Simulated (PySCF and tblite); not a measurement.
The numbers below are computed, except where a source is named.
System: CH5B2F2N, numbered as in [NH2:1][BH:2][CH2:3][B:4]([F:5])[F:6].

The path came from a restrained scan, a climbing-image band and a saddle search at GFN2-xTB; energies are PBE/pcSseg-1 + D3(BJ)//GFN2-xTB, thermal terms GFN2-xTB. Rates follow Eyring's equation with the number of equivalent paths and no tunnelling. Programs: tblite and PySCF.

(1) How high is the barrier to the rotation about the B2–N1 bond (torsion C3–B2–N1–H from -2° to 182°, rising), through which structure does it pass, and what rate follows at 298 K?

Results:

(1) The electronic barrier is 30.8 kcal/mol and ΔG‡(298 K) 29.2 kcal/mol, over a C1 saddle with an imaginary mode of 662i cm⁻¹ (GFN2-xTB). With 2 equivalent paths, k is 4.6×10⁻⁹ s⁻¹, a mean lifetime of the start of 6.9 years against this motion.
